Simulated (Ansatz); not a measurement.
C₆H₁₄S₂ (`CCCSSCCC`), relaxed with RKS PBE0-D4/def2-TZVP in Ansatz from a PBE-D4/def2-SVP geometry. The force threshold is 0.005 eV/Å; the program also tests the step.

Charge 0, multiplicity 1.

Start:

```xyz
22

C     1.877    3.233   -1.572
C     1.216    2.680   -0.306
C     0.035    1.761   -0.621
S    -0.716    1.155    0.952
S    -2.278   -0.026    0.268
C    -1.486   -1.676    0.067
C    -1.040   -2.324    1.374
C    -0.389   -3.693    1.166
H     1.158    3.825   -2.176
H     2.262    2.418   -2.219
H     2.731    3.894   -1.323
H     1.960    2.122    0.302
H     0.867    3.521    0.333
H     0.363    0.886   -1.221
H    -0.751    2.296   -1.193
H    -2.273   -2.277   -0.440
H    -0.643   -1.581   -0.651
H    -0.328   -1.634    1.877
H    -1.919   -2.410    2.049
H    -1.084   -4.407    0.677
H     0.515   -3.620    0.526
H    -0.077   -4.140    2.131
```

```
step  energy (eV)  largest force (eV/Å)  largest move (Å)
   1  -28109.9099                 0.741             0.000
   2  -28110.0105                 0.216             0.040
   3  -28110.0196                 0.107             0.024
   4  -28110.0209                 0.062             0.019
   5  -28110.0214                 0.010             0.017
   6  -28110.0215                 0.007             0.007
   7  -28110.0215                 0.008             0.009
   8  -28110.0216                 0.008             0.022
   9  -28110.0216                 0.006             0.006
  10  -28110.0216                 0.001             0.005
```

End:

```xyz
22

C     1.864    3.187   -1.555
C     1.189    2.670   -0.295
C     0.047    1.722   -0.615
S    -0.710    1.151    0.934
S    -2.246   -0.012    0.301
C    -1.488   -1.645    0.083
C    -1.025   -2.296    1.369
C    -0.382   -3.651    1.125
H     1.157    3.728   -2.189
H     2.279    2.366   -2.147
H     2.682    3.868   -1.312
H     1.921    2.157    0.336
H     0.807    3.510    0.294
H     0.409    0.857   -1.175
H    -0.723    2.219   -1.210
H    -2.278   -2.235   -0.396
H    -0.670   -1.559   -0.637
H    -0.314   -1.628    1.863
H    -1.880   -2.397    2.045
H    -1.079   -4.344    0.646
H     0.494   -3.562    0.475
H    -0.053   -4.106    2.062
```

Hardware: 4 threads of an AMD EPYC 7R13 on a shared host and a share of an NVIDIA H100 80 GB. Wall time 37 s, peak host memory 0.98 GiB.
